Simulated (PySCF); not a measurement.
PySCF input (M06-2X/def2-TZVPD):

```python
from pyscf import gto, scf, dft

mol = gto.M(
    atom='''
    Si   -1.51499564    0.04184270    0.04019941
    Br    0.71951806    0.02065043   -0.02185572
    H    -2.02122664   -0.73739375   -1.11751853
    H    -1.95196630   -0.57116922    1.31967709
    ''',
    basis='def2-tzvpd',
    charge=0,
    spin=1,
    verbose=4,
)

mf = dft.UKS(mol, xc='m062x').density_fit(auxbasis='def2-universal-jkfit')
mf.grids.level = 4
mf.conv_tol = 1e-9
mf.max_cycle = 100
mf.max_memory = 1500
mf.kernel()
if not mf.converged:
    mf = mf.newton()
    mf.kernel(mf.make_rdm1())
for _ in range(2):
    mo, _, stable, _ = mf.stability(return_status=True)
    if stable:
        break
    mf.kernel(mf.make_rdm1(mo, mf.mo_occ))
mf.analyze()
```

End of the output:

```
Extra cycle  E= -2864.86099440774  delta_E= -2.46e-11  |g|= 1.71e-06  |ddm|= 9.9e-06
converged SCF energy = -2864.86099440774  <S^2> = 0.75309936  2S+1 = 2.003097
uhf_internal: lowest eigs of H = [0.2992691  0.30883187 0.36069306]
<class 'pyscf.df.df_jk.DFUKS'> wavefunction is stable in the internal stability analysis
**** SCF Summaries ****
Total Energy =                       -2864.860994407737053
Nuclear Repulsion Energy =             138.344648899206845
One-electron Energy =                -4260.847264313971209
Two-electron Energy =                 1257.641621007027652
Two-electron Coulomb Energy =         1370.678383169929475
DFT Exchange-Correlation Energy =     -113.036762162901852
HOMO-LUMO gap [eV] =                     4.792202858326905
**** MO energy ****
                             alpha | beta                alpha | beta
MO #1   energy= -485.374217479435  | -485.373827812461  occ= 1 | 1
MO #2   energy= -67.059367964775   | -67.0537192131415  occ= 1 | 1
MO #3   energy= -63.3591901479067  | -63.3589853891659  occ= 1 | 1
MO #4   energy= -57.1780283188498  | -57.1777548605397  occ= 1 | 1
MO #5   energy= -57.176830411282   | -57.1764005031385  occ= 1 | 1
MO #6   energy= -57.1764806481408  | -57.1762372369764  occ= 1 | 1
MO #7   energy= -9.02517551415153  | -9.02466199436738  occ= 1 | 1
MO #8   energy= -6.84692437452746  | -6.84642128657653  occ= 1 | 1
MO #9   energy= -6.8422143317507   | -6.84111417847245  occ= 1 | 1
MO #10  energy= -6.84126710949232  | -6.84096610661082  occ= 1 | 1
MO #11  energy= -5.59511374839857  | -5.59130229763857  occ= 1 | 1
MO #12  energy= -3.90991578552266  | -3.90285171658569  occ= 1 | 1
MO #13  energy= -3.90472381024406  | -3.90045882139521  occ= 1 | 1
MO #14  energy= -3.90253702033014  | -3.8963977949891   occ= 1 | 1
MO #15  energy= -2.88062317598585  | -2.88025364245207  occ= 1 | 1
MO #16  energy= -2.87898531364766  | -2.87834734863473  occ= 1 | 1
MO #17  energy= -2.87834027134796  | -2.87816131025625  occ= 1 | 1
MO #18  energy= -2.87380946533179  | -2.87332742317388  occ= 1 | 1
MO #19  energy= -2.87379200757557  | -2.8733269228659   occ= 1 | 1
MO #20  energy= -0.866874430339877 | -0.861224447290333 occ= 1 | 1
MO #21  energy= -0.612800486641838 | -0.584844083202702 occ= 1 | 1
MO #22  energy= -0.444517963076875 | -0.435396676180728 occ= 1 | 1
MO #23  energy= -0.430499275293611 | -0.421303652605731 occ= 1 | 1
MO #24  energy= -0.383221937726136 | -0.368873180316504 occ= 1 | 1
MO #25  energy= -0.358021125309575 | -0.355648986859832 occ= 1 | 1
MO #26  energy= -0.274614307983516 | -0.0985040997491868 occ= 1 | 0
MO #27  energy= -0.000364747280793054 | -8.87907386903919e-06 occ= 0 | 0
MO #28  energy= 0.0211800811085094 | 0.011445656311853  occ= 0 | 0
MO #29  energy= 0.0358886263176935 | 0.0328763123299537 occ= 0 | 0
MO #30  energy= 0.0384629397060931 | 0.0373035476783891 occ= 0 | 0
MO #31  energy= 0.0389591391552259 | 0.0404720861988069 occ= 0 | 0
MO #32  energy= 0.051205212480804  | 0.048232871168437  occ= 0 | 0
MO #33  energy= 0.0706171449663877 | 0.0504230831448329 occ= 0 | 0
MO #34  energy= 0.10052065759612   | 0.0882293264837079 occ= 0 | 0
MO #35  energy= 0.106133588671109  | 0.0908542969279244 occ= 0 | 0
MO #36  energy= 0.110720405533065  | 0.103707141836994  occ= 0 | 0
MO #37  energy= 0.127351559162278  | 0.124865904597375  occ= 0 | 0
MO #38  energy= 0.142973992199654  | 0.133781752298492  occ= 0 | 0
MO #39  energy= 0.162852942772561  | 0.158310930992291  occ= 0 | 0
MO #40  energy= 0.177730530688962  | 0.171884182506777  occ= 0 | 0
MO #41  energy= 0.184261192087748  | 0.175448513787169  occ= 0 | 0
MO #42  energy= 0.191261723415864  | 0.178215122511294  occ= 0 | 0
MO #43  energy= 0.203545706565655  | 0.195054194787019  occ= 0 | 0
MO #44  energy= 0.203600951889901  | 0.198810979774853  occ= 0 | 0
MO #45  energy= 0.215133825795586  | 0.214158767472592  occ= 0 | 0
MO #46  energy= 0.229317368775423  | 0.214668072229465  occ= 0 | 0
MO #47  energy= 0.269378451502226  | 0.251088599307494  occ= 0 | 0
MO #48  energy= 0.280142238762201  | 0.252940937448206  occ= 0 | 0
MO #49  energy= 0.297162909159498  | 0.292842381567834  occ= 0 | 0
MO #50  energy= 0.309859506505267  | 0.305060154906144  occ= 0 | 0
MO #51  energy= 0.328128196536957  | 0.32230281849079   occ= 0 | 0
MO #52  energy= 0.359471348972955  | 0.347633602799769  occ= 0 | 0
MO #53  energy= 0.369877460238934  | 0.358662218262184  occ= 0 | 0
MO #54  energy= 0.373340668185588  | 0.36914819929717   occ= 0 | 0
MO #55  energy= 0.389728605270307  | 0.386323215233622  occ= 0 | 0
MO #56  energy= 0.429735032525461  | 0.430296598336884  occ= 0 | 0
MO #57  energy= 0.451816509638275  | 0.443797600430681  occ= 0 | 0
MO #58  energy= 0.460584620916768  | 0.447862354662905  occ= 0 | 0
MO #59  energy= 0.462490970813525  | 0.457357618649756  occ= 0 | 0
MO #60  energy= 0.468809374959225  | 0.466931481980441  occ= 0 | 0
MO #61  energy= 0.491434583565237  | 0.492908895116596  occ= 0 | 0
MO #62  energy= 0.504826564463974  | 0.507891898498068  occ= 0 | 0
MO #63  energy= 0.523843599135567  | 0.51836162195363   occ= 0 | 0
MO #64  energy= 0.549671256704833  | 0.543665481316694  occ= 0 | 0
MO #65  energy= 0.583428726384879  | 0.582345409467961  occ= 0 | 0
MO #66  energy= 0.587008614050981  | 0.587684381748374  occ= 0 | 0
MO #67  energy= 0.637268784577214  | 0.631170188273893  occ= 0 | 0
MO #68  energy= 0.656498435219016  | 0.652962965330877  occ= 0 | 0
MO #69  energy= 0.683490432069073  | 0.678511449016233  occ= 0 | 0
MO #70  energy= 1.01066640804006   | 1.01688947597329   occ= 0 | 0
MO #71  energy= 1.02262422912198   | 1.02443491941832   occ= 0 | 0
MO #72  energy= 1.0275243273295    | 1.02691407097306   occ= 0 | 0
MO #73  energy= 1.04817331073881   | 1.0396355972972    occ= 0 | 0
MO #74  energy= 1.05363116509679   | 1.05595390184422   occ= 0 | 0
MO #75  energy= 1.09351008761939   | 1.08562886461075   occ= 0 | 0
MO #76  energy= 1.09740294620479   | 1.09990752993513   occ= 0 | 0
MO #77  energy= 1.13012966585283   | 1.1277715330375    occ= 0 | 0
MO #78  energy= 1.13560211921279   | 1.14651267826231   occ= 0 | 0
MO #79  energy= 1.16670846938277   | 1.17232095200953   occ= 0 | 0
MO #80  energy= 1.17825176241667   | 1.18809833476865   occ= 0 | 0
MO #81  energy= 1.21972886064469   | 1.22952722312081   occ= 0 | 0
MO #82  energy= 1.25445013047051   | 1.25775985611576   occ= 0 | 0
MO #83  energy= 1.37009998873228   | 1.37963307300206   occ= 0 | 0
MO #84  energy= 1.49675738520544   | 1.50870541934528   occ= 0 | 0
MO #85  energy= 1.51199879300032   | 1.51825451375696   occ= 0 | 0
MO #86  energy= 1.54860559755553   | 1.55099248209003   occ= 0 | 0
MO #87  energy= 1.55461505190706   | 1.55711677332562   occ= 0 | 0
MO #88  energy= 1.5631739203364    | 1.56377361789608   occ= 0 | 0
MO #89  energy= 1.56741030713622   | 1.56996306715183   occ= 0 | 0
MO #90  energy= 1.57231641015475   | 1.57458121450991   occ= 0 | 0
MO #91  energy= 1.57654174192344   | 1.57943379041513   occ= 0 | 0
MO #92  energy= 1.61044404657832   | 1.61342915893935   occ= 0 | 0
MO #93  energy= 1.62197207654306   | 1.62498855880009   occ= 0 | 0
MO #94  energy= 1.7471917270616    | 1.75043955111514   occ= 0 | 0
MO #95  energy= 1.77503438061518   | 1.77554885400339   occ= 0 | 0
MO #96  energy= 1.77968148950875   | 1.78930030852064   occ= 0 | 0
MO #97  energy= 1.81513595556561   | 1.8166009429522    occ= 0 | 0
MO #98  energy= 1.85608178408315   | 1.86371258956639   occ= 0 | 0
MO #99  energy= 1.94752257598754   | 1.95157301197891   occ= 0 | 0
MO #100 energy= 1.94816632850148   | 1.9518994818097    occ= 0 | 0
MO #101 energy= 1.98171561918192   | 1.98578380847448   occ= 0 | 0
MO #102 energy= 2.02786857489908   | 2.03403181637827   occ= 0 | 0
MO #103 energy= 2.03726343072099   | 2.04493460527761   occ= 0 | 0
MO #104 energy= 2.20962908571915   | 2.21164792858967   occ= 0 | 0
[...]
```

It need not be the lowest isomer of its formula.
